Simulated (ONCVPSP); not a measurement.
Sr (Z = 38): excitation energies, all-electron against ONCV

ONCVPSP 4.0.1 input, shortened (lines: element, Z, core and valence counts, functional; n l f; lmax; l rc ep ncon nbas qcut; lloc lpopt rc5 dvloc0; l nproj debl; icmod fcfact rcfact), PBE, scalar-relativistic:

```
  Sr 38.00    8    1        4      upf
    1    0    2.00
    2    0    2.00
    2    1    6.00
    3    0    2.00
    3    1    6.00
    3    2   10.00
    4    0    2.00
    4    1    6.00
    5    0    1.00
    2
    0    3.30    0.00    4    8    2.00
    1    3.55    0.02    3    7    2.40
    2    3.30    0.20    3    7    2.50
    2    5    3.30    0.00
    0    2    2.80
    1    2    2.90
    2    0    1.10
    3    3.25    1.35
```

In the p channel the program set the typed energies aside and used 0.050, 2.950 Ha. In the d channel the program set the typed energies aside and used -0.250 Ha.

Energies are relative to the spin-unpolarised reference configuration 5s1; without spin polarisation the order of configurations can differ from experiment.

```json
{"valence configuration": "5s2", "charge": "0", "ΔE all-electron (eV)": "-5.885", "error AE − PS (meV)": "-18"}
{"valence configuration": "5s1.5", "charge": "+0.5", "ΔE all-electron (eV)": "-3.546", "error AE − PS (meV)": "-4.2"}
```

Q: What are ΔE and the potential's error for 5s1 5p1?

A: ΔE = -3.586 eV all-electron; the error (AE − PS) is +4.2 meV.

Q: What are ΔE and the potential's error for 5s0 5p1?

A: ΔE = 2.937 eV all-electron; the error (AE − PS) is +30 meV.

Note: no bound ghost flagged; GHOST(+) flagged for s at 75.9 eV, p at 98.3 eV, s at 197.7 eV, s at 318.5 eV, s at 560.2 eV.
